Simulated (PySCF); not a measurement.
Species: C3H4FN2S (doublet state).
SMILES with atom numbers: `[F:1][CH2:2][C@H:3]1[CH:4]=[N:5][S:6][N:7]1` (hydrogens: H8, H9 on C2; H10 on C3; H11 on C4)

Structure used (GFN2-xTB), in Å, numbered top down from 1:
```xyz
11
C3H4FN2S angstrom
F     -2.105    0.615   -0.435
C     -1.304   -0.252    0.254
C      0.086   -0.326   -0.411
C      0.861    0.960   -0.250
N      1.965    0.859    0.379
S      2.209   -0.732    0.818
N      0.875   -1.348    0.196
H     -1.777   -1.237    0.235
H     -1.228    0.114    1.283
H     -0.085   -0.557   -1.476
H      0.508    1.907   -0.619
```

The hyperfine couplings belong to this conformer and change with its torsions.

Method used: UKS B3LYP, pcH-1 on C F H N S, non-relativistic, mean-field spin-orbit, GIAO (PySCF 2.14.0). Isolated species at its GFN2-xTB geometry (one conformer only). Couplings are sensitive to structure, and on GFN2-xTB geometries they can be far from those on DFT ones. No stability test was run, so a lower SCF solution isn't excluded.

**Question.** What is the g tensor, term by term?

**Answer.** 
```tsv
Δg (ppt)	1	2	3
relativistic mass correction	-0.23	-0.23	-0.23
gauge correction	0.04	0.00	0.04
orbital Zeeman/spin–orbit	-0.32	-0.09	7.87
total	-0.51	-0.33	7.68
```

So g = 2.00181, 2.00199, 2.01000 and g_iso = 2.00460; the tensor is close to axial: the two nearest values differ by 2 % of g3 − g1. Axes: g3 points within 6° of the N5–S6 bond.

**Question.** What are the electron Larmor frequencies g μB B/h along the three axes at 330 mT?

**Answer.** 9.2459, 9.2467, 9.2837 GHz for g1, g2 and g3, a range of 37.9 MHz.

**Question.** At 9.418 GHz, how far is the centre of the isotropic spectrum from where a free electron (g = 2.002319) resonates?

**Answer.** B = hν/(g μB) with μB/h = 13.99624 MHz/mT gives 336.06 mT for the free electron and 335.68 mT at g_iso, 0.38 mT lower.

**Question.** In a frozen sample, at which fields do the three g values resonate at 9.5, 34, 94 and 263 GHz (hyperfine left aside), and which band first spreads them over more than twice a line width of 1.0 mT?

**Answer.** 
| band | GHz | B(g3) mT | B(g2) mT | B(g1) mT | spread mT |
| --- | --- | --- | --- | --- | --- |
| X | 9.5 | 337.69 | 339.04 | 339.07 | 1.38 |
| Q | 34.0 | 1208.57 | 1213.40 | 1213.51 | 4.95 |
| W | 94.0 | 3341.33 | 3354.70 | 3355.01 | 13.68 |
| J | 263.0 | 9348.62 | 9386.03 | 9386.89 | 38.27 |

The spread grows in proportion to the frequency. Q band is the first where it exceeds 2.0 mT.

Largest spin populations (Mulliken): N7 (+0.60), S6 (+0.28), C4 (+0.13) and N5 (-0.07).

The HOMO–LUMO gaps are 4.50 eV among the α and 5.20 eV among the β orbitals.
